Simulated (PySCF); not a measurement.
H$_{3}$AlO$_{3}$ (SMILES [OH][Al]([OH])[OH]), singlet, geometry from GFN2-xTB (such geometries of metal compounds can be far from the true shape), atoms displaced at random by about 0.03 Å a coordinate; PySCF with TPSS/STO-3G, gradient by finite differences.

The PySCF input:
```python
from pyscf import gto, scf, dft

mol = gto.M(
    atom='''
Al   -0.02868264   -0.00102872    0.00772744
O    -1.09164458   -1.32076493    0.01755222
H    -1.90455584   -1.41667836   -0.29133153
O    -0.35759577    1.36745982   -0.91887858
H     0.06543265    2.11607813   -1.17829139
O     1.40950891   -0.06138375    0.86034595
H     1.85154877   -0.67805365    1.43473080
''',
    basis='sto-3g',
    verbose=4,
)

mf = dft.RKS(mol)
mf.xc = 'tpss'
mf.conv_tol = 1e-11
mf.kernel()
scan, done = mf.as_scanner(), []
scan.scf_summary = {}
def energy(d):
    c = mol.atom_coords()
    c[2, 1] += d
    e = scan(mol.set_geom_(c, unit='Bohr', inplace=False))
    done.append(scan.converged)
    return e
h = 1e-3
fd = (energy(h) - energy(-h)) / (2 * h)
print('dE/dx =', fd)
```

Output, abridged:

```
PySCF version 2.14.0

[INPUT] verbose = 4
[INPUT] num. atoms = 7
[INPUT] num. electrons = 40
[INPUT] charge = 0
[INPUT] spin (= nelec alpha-beta = 2S) = 0
[INPUT] symmetry False subgroup None
[INPUT] Mole.unit = angstrom
[INPUT] Symbol           X                Y                Z      unit          X                Y                Z       unit  Magmom
[INPUT]  1 Al    -0.028682640000  -0.001028720000   0.007727440000 AA   -0.054202334129  -0.001943999059   0.014602745244 Bohr   0.0
[INPUT]  2 O     -1.091644580000  -1.320764930000   0.017552220000 AA   -2.062909281566  -2.495883992630   0.033168888678 Bohr   0.0
[INPUT]  3 H     -1.904555840000  -1.416678360000  -0.291331530000 AA   -3.599088926541  -2.677134106998  -0.550536803151 Bohr   0.0
[INPUT]  4 O     -0.357595770000   1.367459820000  -0.918878580000 AA   -0.675758068603   2.584124546147  -1.736428857929 Bohr   0.0
[INPUT]  5 H      0.065432650000   2.116078130000  -1.178291390000 AA    0.123649788105   3.998808123882  -2.226648022033 Bohr   0.0
[INPUT]  6 O      1.409508910000  -0.061383750000   0.860345950000 AA    2.663585810034  -0.115998475999   1.625818217879 Bohr   0.0
[INPUT]  7 H      1.851548770000  -0.678053650000   1.434730800000 AA    3.498920081575  -1.281335696262   2.711248274478 Bohr   0.0

nuclear repulsion = 162.996502979585
number of shells = 17
number of NR pGTOs = 81
number of NR cGTOs = 27
basis = sto-3g
ecp = {}

******** <class 'pyscf.dft.rks.RKS'> ********
method = RKS
initial guess = minao
damping factor = 0
level_shift factor = 0
DIIS = <class 'pyscf.scf.diis.CDIIS'>
diis_start_cycle = 1
diis_space = 8
diis_damp = 0
SCF conv_tol = 1e-11
SCF conv_tol_grad = None
SCF max_cycles = 50
direct_scf = True
direct_scf_tol = 1e-13
XC library pyscf.dft.libxc version 7.1.2
    S. Lehtola, C. Steigemann, M. J. T. Oliveira, and M. A. L. Marques,  SoftwareX 7, 1–5 (2018)
XC functionals = tpss
    J. Tao, J. P. Perdew, V. N. Staroverov, and G. E. Scuseria,  Phys. Rev. Lett. 91, 146401 (2003)
    J. P. Perdew, J. Tao, V. N. Staroverov, and G. E. Scuseria,  J. Chem. Phys. 120, 6898 (2004)
    J. Tao, J. P. Perdew, V. N. Staroverov, and G. E. Scuseria,  Phys. Rev. Lett. 91, 146401 (2003)
    J. P. Perdew, J. Tao, V. N. Staroverov, and G. E. Scuseria,  J. Chem. Phys. 120, 6898 (2004)
radial grids:
    Treutler-Ahlrichs [JCP 102, 346 (1995); DOI:10.1063/1.469408] (M4) radial grids

becke partition: Becke, JCP 88, 2547 (1988); DOI:10.1063/1.454033
pruning grids: <function nwchem_prune>
grids dens level: 3
symmetrized grids: False
atomic radii adjust function: <function treutler_atomic_radii_adjust>
small_rho_cutoff = 0
Set gradient conv threshold to 3.16228e-06
Initial guess from minao.
tot grids = 90856
init E= -464.284990799329
  HOMO = -0.434909009671373  LUMO = -0.0317131637307455  gap/eV = 10.97152
cycle= 1 E= -463.515704672025  delta_E= 0.769  |g|= 0.997  |ddm|= 3.35
  HOMO = 0.15315071788037  LUMO = 0.285853565490932  gap/eV = 3.61103
cycle= 2 E= -463.238605701412  delta_E= 0.277  |g|= 1.36  |ddm|= 3.42
  HOMO = -0.0314900654233943  LUMO = 0.220741897366736  gap/eV = 6.86358
cycle= 3 E= -463.867336164192  delta_E= -0.629  |g|= 0.119  |ddm|= 2.27
  HOMO = -0.0435137173718239  LUMO = 0.192469548531163  gap/eV = 6.42143
cycle= 4 E= -463.873696827281  delta_E= -0.00636  |g|= 0.033  |ddm|= 0.271
  HOMO = -0.044662140090063  LUMO = 0.192687509431895  gap/eV = 6.45861
cycle= 5 E= -463.87390685  delta_E= -0.00021  |g|= 0.0228  |ddm|= 0.0891
  HOMO = -0.0455089956414372  LUMO = 0.193367476672055  gap/eV = 6.50016
cycle= 6 E= -463.874097689638  delta_E= -0.000191  |g|= 0.00132  |ddm|= 0.0379
  HOMO = -0.0457757420776371  LUMO = 0.193223407418497  gap/eV = 6.50350
cycle= 7 E= -463.874098298903  delta_E= -6.09e-07  |g|= 0.00019  |ddm|= 0.00185
  HOMO = -0.0458263761652775  LUMO = 0.193218188682453  gap/eV = 6.50473
cycle= 8 E= -463.874098304671  delta_E= -5.77e-09  |g|= 0.000139  |ddm|= 0.00046
  HOMO = -0.0458155006785572  LUMO = 0.193217549861056  gap/eV = 6.50442
cycle= 9 E= -463.874098311737  delta_E= -7.07e-09  |g|= 8.77e-06  |ddm|= 0.000236
  HOMO = -0.045816524575979  LUMO = 0.193217325227685  gap/eV = 6.50444
cycle= 10 E= -463.874098311771  delta_E= -3.4e-11  |g|= 1.01e-06  |ddm|= 2e-05
  HOMO = -0.0458164276746688  LUMO = 0.193217488314987  gap/eV = 6.50444
cycle= 11 E= -463.874098311771  delta_E= 2.27e-13  |g|= 1.99e-08  |ddm|= 2.57e-06
  HOMO = -0.0458164303462336  LUMO = 0.193217486951262  gap/eV = 6.50444
Extra cycle  E= -463.87409831177  delta_E= 1.14e-12  |g|= 1.24e-08  |ddm|= 6.04e-08
converged SCF energy = -463.87409831177
Create scanner for <class 'pyscf.dft.rks.RKS'>

WARN: Mole.unit (angstrom) is changed to Bohr

New geometry
   1 Al    -0.028682640000  -0.001028720000   0.007727440000 AA   -0.054202334129  -0.001943999059   0.014602745244 Bohr
   2 O     -1.091644580000  -1.320764930000   0.017552220000 AA   -2.062909281566  -2.495883992630   0.033168888678 Bohr
   3 H     -1.904555840000  -1.416149182789  -0.291331530000 AA   -3.599088926541  -2.676134106998  -0.550536803151 Bohr
   4 O     -0.357595770000   1.367459820000  -0.918878580000 AA   -0.675758068603   2.584124546147  -1.736428857929 Bohr
   5 H      0.065432650000   2.116078130000  -1.178291390000 AA    0.123649788105   3.998808123882  -2.226648022033 Bohr
   6 O      1.409508910000  -0.061383750000   0.860345950000 AA    2.663585810034  -0.115998475999   1.625818217879 Bohr
   7 H      1.851548770000  -0.678053650000   1.434730800000 AA    3.498920081575  -1.281335696262   2.711248274478 Bohr

******** <class 'pyscf.scf.hf.RKS_Scanner'> ********
method = RKS_Scanner
initial guess = minao
damping factor = 0
level_shift factor = 0
DIIS = <class 'pyscf.scf.diis.CDIIS'>
diis_start_cycle = 1
diis_space = 8
diis_damp = 0
SCF conv_tol = 1e-11
SCF conv_tol_grad = None
SCF max_cycles = 50
direct_scf = True
direct_scf_tol = 1e-13
XC library pyscf.dft.libxc version 7.1.2
    S. Lehtola, C. Steigemann, M. J. T. Oliveira, and M. A. L. Marques,  SoftwareX 7, 1–5 (2018)
XC functionals = tpss
    J. Tao, J. P. Perdew, V. N. Staroverov, and G. E. Scuseria,  Phys. Rev. Lett. 91, 146401 (2003)
    J. P. Perdew, J. Tao, V. N. Staroverov, and G. E. Scuseria,  J. Chem. Phys. 120, 6898 (2004)
    J. Tao, J. P. Perdew, V. N. Staroverov, and G. E. Scuseria,  Phys. Rev. Lett. 91, 146401 (2003)
    J. P. Perdew, J. Tao, V. N. Staroverov, and G. E. Scuseria,  J. Chem. Phys. 120, 6898 (2004)
radial grids:
    Treutler-Ahlrichs [JCP 102, 346 (1995); DOI:10.1063/1.469408] (M4) radial grids

becke partition: Becke, JCP 88, 2547 (1988); DOI:10.1063/1.454033
pruning grids: <function nwchem_prune>
grids dens level: 3
symmetrized grids: False
atomic radii adjust function: <function treutler_atomic_radii_adjust>
small_rho_cutoff = 0
Set gradient conv threshold to 3.16228e-06
tot grids = 90856
init E= -463.874098784238
  HOMO = -0.0458171159615045  LUMO = 0.193235237616244  gap/eV = 6.50495
cycle= 1 E= -463.874095290276  delta_E= 3.49e-06  |g|= 0.000106  |ddm|= 0.00118
  HOMO = -0.0458104450455602  LUMO = 0.193224778056768  gap/eV = 6.50448
cycle= 2 E= -463.874095285128  delta_E= 5.15e-09  |g|= 0.000163  |ddm|= 0.000458
  HOMO = -0.0458217155042235  LUMO = 0.193225605957494  gap/eV = 6.50481
cycle= 3 E= -463.87409529469  delta_E= -9.56e-09  |g|= 1.4e-05  |ddm|= 0.000283
  HOMO = -0.0458182012685419  LUMO = 0.193226361012799  gap/eV = 6.50473
cycle= 4 E= -463.874095294745  delta_E= -5.47e-11  |g|= 7.24e-06  |ddm|= 3.24e-05
  HOMO = -0.0458193172053696  LUMO = 0.193226290710419  gap/eV = 6.50476
cycle= 5 E= -463.874095294762  delta_E= -1.72e-11  |g|= 4.11e-07  |ddm|= 1.17e-05
  HOMO = -0.0458193792392942  LUMO = 0.193226256031577  gap/eV = 6.50476
cycle= 6 E= -463.874095294761  delta_E= 2.27e-13  |g|= 2.46e-07  |ddm|= 1.07e-06
  HOMO = -0.0458193325239004  LUMO = 0.19322625261873  gap/eV = 6.50476
Extra cycle  E= -463.874095294762  delta_E= -7.96e-13  |g|= 4.24e-07  |ddm|= 1.1e-06
converged SCF energy = -463.874095294762

WARN: Mole.unit (angstrom) is changed to Bohr

New geometry
   1 Al    -0.028682640000  -0.001028720000   0.007727440000 AA   -0.054202334129  -0.001943999059   0.014602745244 Bohr
   2 O     -1.091644580000  -1.320764930000   0.017552220000 AA   -2.062909281566  -2.495883992630   0.033168888678 Bohr
   3 H     -1.904555840000  -1.417207537211  -0.291331530000 AA   -3.599088926541  -2.678134106998  -0.550536803151 Bohr
   4 O     -0.357595770000   1.367459820000  -0.918878580000 AA   -0.675758068603   2.584124546147  -1.736428857929 Bohr
   5 H      0.065432650000   2.116078130000  -1.178291390000 AA    0.123649788105   3.998808123882  -2.226648022033 Bohr
   6 O      1.409508910000  -0.061383750000   0.860345950000 AA    2.663585810034  -0.115998475999   1.625818217879 Bohr
   7 H      1.851548770000  -0.678053650000   1.434730800000 AA    3.498920081575  -1.281335696262   2.711248274478 Bohr

******** <class 'pyscf.scf.hf.RKS_Scanner'> ********
method = RKS_Scanner
initial guess = minao
damping factor = 0
level_shift factor = 0
DIIS = <class 'pyscf.scf.diis.CDIIS'>
diis_start_cycle = 1
diis_space = 8
diis_damp = 0
SCF conv_tol = 1e-11
SCF conv_tol_grad = None
SCF max_cycles = 50
direct_scf = True
direct_scf_tol = 1e-13
XC library pyscf.dft.libxc version 7.1.2
    S. Lehtola, C. Steigemann, M. J. T. Oliveira, and M. A. L. Marques,  SoftwareX 7, 1–5 (2018)
XC functionals = tpss
    J. Tao, J. P. Perdew, V. N. Staroverov, and G. E. Scuseria,  Phys. Rev. Lett. 91, 146401 (2003)
    J. P. Perdew, J. Tao, V. N. Staroverov, and G. E. Scuseria,  J. Chem. Phys. 120, 6898 (2004)
    J. Tao, J. P. Perdew, V. N. Staroverov, and G. E. Scuseria,  Phys. Rev. Lett. 91, 146401 (2003)
    J. P. Perdew, J. Tao, V. N. Staroverov, and G. E. Scuseria,  J. Chem. Phys. 120, 6898 (2004)
radial grids:
    Treutler-Ahlrichs [JCP 102, 346 (1995); DOI:10.1063/1.469408] (M4) radial grids

becke partition: Becke, JCP 88, 2547 (1988); DOI:10.1063/1.454033
pruning grids: <function nwchem_prune>
grids dens level: 3
symmetrized grids: False
atomic radii adjust function: <function treutler_atomic_radii_adjust>
small_rho_cutoff = 0
Set gradient conv threshold to 3.16228e-06
tot grids = 90856
init E= -463.874094177695
  HOMO = -0.0458181420525242  LUMO = 0.193190553781769  gap/eV = 6.50376
cycle= 1 E= -463.87410140323  delta_E= -7.23e-06  |g|= 0.000213  |ddm|= 0.00237
  HOMO = -0.0458310886919474  LUMO = 0.193211646311045  gap/eV = 6.50468
cycle= 2 E= -463.874101382427  delta_E= 2.08e-08  |g|= 0.000326  |ddm|= 0.00092
  HOMO = -0.0458087867797254  LUMO = 0.19320999077618  gap/eV = 6.50403
cycle= 3 E= -463.874101420996  delta_E= -3.86e-08  |g|= 2.81e-05  |ddm|= 0.000568
  HOMO = -0.0458158056975784  LUMO = 0.193208477552898  gap/eV = 6.50418
cycle= 4 E= -463.874101421215  delta_E= -2.19e-10  |g|= 1.45e-05  |ddm|= 6.48e-05
  HOMO = -0.0458135760993018  LUMO = 0.193208617538111  gap/eV = 6.50413
cycle= 5 E= -463.87410142129  delta_E= -7.46e-11  |g|= 8.21e-07  |ddm|= 2.34e-05
  HOMO = -0.0458134507812396  LUMO = 0.193208687035938  gap/eV = 6.50412
cycle= 6 E= -463.87410142129  delta_E=    0  |g|= 4.92e-07  |ddm|= 2.14e-06
  HOMO = -0.045813545573866  LUMO = 0.193208693900296  gap/eV = 6.50413
Extra cycle  E= -463.87410142129  delta_E=    0  |g|= 8.47e-07  |ddm|= 2.19e-06
converged SCF energy = -463.87410142129
dE/dx = 0.0030632637617600267
```
